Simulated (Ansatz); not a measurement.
## Molecular dynamics of CH8Al2Si

Input:

```yaml
crystal:
  periodic: [false, false, false]
  atoms:
    - { symbol: C, position_ang: [-1.426417, 2.070799, -0.631978] }
    - { symbol: Al, position_ang: [-0.913356, 0.716048, 0.722359] }
    - { symbol: Si, position_ang: [1.253093, -0.477176, 0.677083] }
    - { symbol: Al, position_ang: [1.267895, -2.674617, -0.431257] }
    - { symbol: H, position_ang: [-0.69683, 2.166148, -1.442587] }
    - { symbol: H, position_ang: [-1.533714, 3.056262, -0.155581] }
    - { symbol: H, position_ang: [-2.403343, 1.823253, -1.069557] }
    - { symbol: H, position_ang: [-1.964811, 0.338671, 1.886702] }
    - { symbol: H, position_ang: [1.731232, -0.659696, 2.10126] }
    - { symbol: H, position_ang: [2.284403, 0.40174, 0.002068] }
    - { symbol: H, position_ang: [1.460511, -2.787699, -2.026011] }
    - { symbol: H, position_ang: [1.018436, -4.028932, 0.401399] }
magnetization:
  spin_polarized: true
basis:
  gaussian: { orbitals: "6-31G" }
hamiltonian:
  xc: b3lyp
md:
  timestep: 0.5
  n_steps: 150
  ensemble: nvt_langevin
  temperature: 1000.0
  initial_velocities: maxwell_boltzmann
  seed: 507713
  friction: 0.005
  temperature_schedule:
    - { n_steps: 37, end_temperature: 1000.0 }
    - { n_steps: 113, end_temperature: 3000.0 }
```

Run as:

```bash
$ ansatz run input.yaml --threads 1 --pin off --max-ram 2048MiB --backend cpu --events-out ev --progress --plain --runs-dir out
```

It starts from a relaxed structure.

Output, in part (one step line in 6, the closing report, with atoms numbered from 0):

```
md step     0: t =     0.00 fs  T =   916.7 K (target 1000.0 K)  F+E_penalty+E_count = -22237.31006830 eV  E_kin = 1.421860 eV  (25 SCF iters)
md step     6: t =     3.00 fs  T =   767.4 K (target 1000.0 K)  F+E_penalty+E_count = -22237.05237109 eV  E_kin = 1.190290 eV  (24 SCF iters)
md step    12: t =     6.00 fs  T =   639.1 K (target 1000.0 K)  F+E_penalty+E_count = -22236.90712819 eV  E_kin = 0.991301 eV  (24 SCF iters)
md step    18: t =     9.00 fs  T =   682.2 K (target 1000.0 K)  F+E_penalty+E_count = -22236.90168073 eV  E_kin = 1.058201 eV  (24 SCF iters)
md step    24: t =    12.00 fs  T =   581.2 K (target 1000.0 K)  F+E_penalty+E_count = -22236.74330512 eV  E_kin = 0.901567 eV  (25 SCF iters)
md step    30: t =    15.00 fs  T =   569.9 K (target 1000.0 K)  F+E_penalty+E_count = -22236.71564417 eV  E_kin = 0.883962 eV  (24 SCF iters)
md step    36: t =    18.00 fs  T =   657.7 K (target 1000.0 K)  F+E_penalty+E_count = -22236.75061458 eV  E_kin = 1.020095 eV  (25 SCF iters)
md step    42: t =    21.00 fs  T =   726.5 K (target 1079.6 K)  F+E_penalty+E_count = -22236.93509618 eV  E_kin = 1.126853 eV  (26 SCF iters)
md step    48: t =    24.00 fs  T =   734.6 K (target 1185.8 K)  F+E_penalty+E_count = -22236.95503314 eV  E_kin = 1.139376 eV  (24 SCF iters)
md step    54: t =    27.00 fs  T =   784.5 K (target 1292.0 K)  F+E_penalty+E_count = -22236.86781417 eV  E_kin = 1.216850 eV  (24 SCF iters)
md step    60: t =    30.00 fs  T =   861.8 K (target 1398.2 K)  F+E_penalty+E_count = -22236.81781261 eV  E_kin = 1.336762 eV  (24 SCF iters)
md step    66: t =    33.00 fs  T =  1010.2 K (target 1504.4 K)  F+E_penalty+E_count = -22236.89076694 eV  E_kin = 1.566913 eV  (25 SCF iters)
md step    72: t =    36.00 fs  T =   901.6 K (target 1610.6 K)  F+E_penalty+E_count = -22236.70842405 eV  E_kin = 1.398518 eV  (24 SCF iters)
md step    78: t =    39.00 fs  T =   744.5 K (target 1716.8 K)  F+E_penalty+E_count = -22236.57787362 eV  E_kin = 1.154763 eV  (23 SCF iters)
md step    84: t =    42.00 fs  T =   941.2 K (target 1823.0 K)  F+E_penalty+E_count = -22236.86615859 eV  E_kin = 1.459940 eV  (24 SCF iters)
md step    90: t =    45.00 fs  T =  1163.8 K (target 1929.2 K)  F+E_penalty+E_count = -22236.90634970 eV  E_kin = 1.805175 eV  (24 SCF iters)
md step    96: t =    48.00 fs  T =  1244.8 K (target 2035.4 K)  F+E_penalty+E_count = -22236.53035907 eV  E_kin = 1.930850 eV  (24 SCF iters)
md step   102: t =    51.00 fs  T =  1179.2 K (target 2141.6 K)  F+E_penalty+E_count = -22236.52115364 eV  E_kin = 1.829136 eV  (24 SCF iters)
md step   108: t =    54.00 fs  T =  1206.8 K (target 2247.8 K)  F+E_penalty+E_count = -22236.60116178 eV  E_kin = 1.871830 eV  (26 SCF iters)
md step   114: t =    57.00 fs  T =  1148.2 K (target 2354.0 K)  F+E_penalty+E_count = -22236.39455805 eV  E_kin = 1.781055 eV  (25 SCF iters)
md step   120: t =    60.00 fs  T =  1099.0 K (target 2460.2 K)  F+E_penalty+E_count = -22236.20563102 eV  E_kin = 1.704656 eV  (24 SCF iters)
md step   126: t =    63.00 fs  T =  1271.1 K (target 2566.4 K)  F+E_penalty+E_count = -22236.29248520 eV  E_kin = 1.971611 eV  (24 SCF iters)
md step   132: t =    66.00 fs  T =  1326.7 K (target 2672.6 K)  F+E_penalty+E_count = -22236.40252051 eV  E_kin = 2.057847 eV  (24 SCF iters)
md step   138: t =    69.00 fs  T =  1442.8 K (target 2778.8 K)  F+E_penalty+E_count = -22236.46593021 eV  E_kin = 2.237888 eV  (24 SCF iters)
md step   144: t =    72.00 fs  T =  1384.6 K (target 2885.0 K)  F+E_penalty+E_count = -22236.35518164 eV  E_kin = 2.147699 eV  (24 SCF iters)
md step   150: t =    75.00 fs  T =  1389.0 K (target 2991.2 K)  F+E_penalty+E_count = -22236.17478323 eV  E_kin = 2.154489 eV  (26 SCF iters)
Total energy: -22236.17511887 eV, -817.1643633977 hartree
Atom 0 at    -1.053270     2.350322    -0.188180 Å, force     1.319660     0.051127    -3.029386 eV/Å
Atom 1 at    -0.262102     1.012903     1.161949 Å, force    -1.169724     1.822465    -0.871528 eV/Å
Atom 2 at     1.027694    -0.957095     0.685490 Å, force     0.579585    -0.378478     1.164471 eV/Å
Atom 3 at     0.463362    -2.676916    -0.924656 Å, force    -1.120483     0.139670    -1.299432 eV/Å
Atom 4 at    -1.351426     1.931895    -1.217761 Å, force     0.826416     0.121740     1.036415 eV/Å
Atom 5 at    -0.377770     3.256958    -0.451620 Å, force     0.245649    -1.645586     0.351482 eV/Å
Atom 6 at    -1.887016     2.989304    -0.051935 Å, force    -1.810804     0.152777     1.626027 eV/Å
Atom 7 at    -0.458389     1.913849     2.430653 Å, force     0.241285    -0.235812     1.029501 eV/Å
Atom 8 at     1.550442    -1.678687     2.003384 Å, force    -0.366174     0.538913    -0.854517 eV/Å
Atom 9 at     2.229810    -0.139376     0.219478 Å, force     0.110994    -0.308838    -0.139087 eV/Å
Atom 10 at     1.380114    -3.839797    -1.392924 Å, force     0.701761    -0.579405     0.156937 eV/Å
Atom 11 at    -0.848768    -2.751872    -2.001580 Å, force     0.441836     0.321428     0.829117 eV/Å
Dipole moment:    -0.007439    -0.132807     0.053040 e Å
```

The run went to its last step. The schedule's set-point averaged 2336 K over the second half and the system 1187 K, so it lags behind the ramp. A run of 0.075 ps of so small a system gives no equilibrium averages. Limits of this set-up: no polarisation functions.

The same pairs are bonded in the first frame and the last. Pairs count as bonded within 1.25 times the sum of covalent radii (0.12 Å more for H–H).

Last frame:

```xyz
12
Properties=species:S:1:pos:R:3
C -1.053 2.350 -0.188
Al -0.262 1.013 1.162
Si 1.028 -0.957 0.685
Al 0.463 -2.677 -0.925
H -1.351 1.932 -1.218
H -0.378 3.257 -0.452
H -1.887 2.989 -0.052
H -0.458 1.914 2.431
H 1.550 -1.679 2.003
H 2.230 -0.139 0.220
H 1.380 -3.840 -1.393
H -0.849 -2.752 -2.002
```

The run took 12 min on 1 thread of Intel(R) Xeon(R) Platinum 8488C (Sapphire Rapids) (shared host), peak memory 0.22 GiB.
